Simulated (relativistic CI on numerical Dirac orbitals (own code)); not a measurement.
## The 3d ions of charge 3+

Method of calculation: Dirac-Coulomb-Breit CI, separate exchange-only KLI orbitals for each configuration, model QED, valence Slater integrals scaled by 0.75 (own radial code, finite nucleus).

Each species is treated in one configuration, given outside its closed core, with all valence electrons in the open shell. Radial values are for the open shell of highest l, unscaled and averaged over j; ζ includes the Breit term. Labels give the leading LS character, summed over repeated terms.

| Ion | Configuration | Its lowest level | LS weight (%) | g_J | g√(J(J+1)) | ζ (cm⁻¹) | F² (cm⁻¹) | F⁴ (cm⁻¹) |
| --- | --- | --- | --- | --- | --- | --- | --- | --- |
| Ti³⁺ | 3d | 2D_3/2 | 100 | 0.799 | 1.55 | 138.3 |  |  |
| V³⁺ | 3d2 | 3F_2 | 100 | 0.666 | 1.63 | 194.9 | 81230 | 50910 |
| Cr³⁺ | 3d3 | 4F_3/2 | 100 | 0.399 | 0.77 | 264.9 | 86440 | 54120 |
| Mn³⁺ | 3d4 | 5D_0 | 100 |  | 0.00 | 350.2 | 91580 | 57290 |
| Fe³⁺ | 3d5 | 6S_5/2 | 100 | 2.001 | 5.92 | 452.6 | 96650 | 60420 |
| Co³⁺ | 3d6 | 5D_4 | 100 | 1.500 | 6.71 | 574.2 | 101700 | 63510 |
| Ni³⁺ | 3d7 | 4F_9/2 | 100 | 1.333 | 6.63 | 717.3 | 106600 | 66570 |
| Cu³⁺ | 3d8 | 3F_4 | 100 | 1.250 | 5.59 | 883.9 | 111600 | 69610 |
| Zn³⁺ | 3d9 | 2D_5/2 | 100 | 1.200 | 3.55 | 1077 |  |  |

At low charge ζ of a weakly bound d or f electron comes out too small.
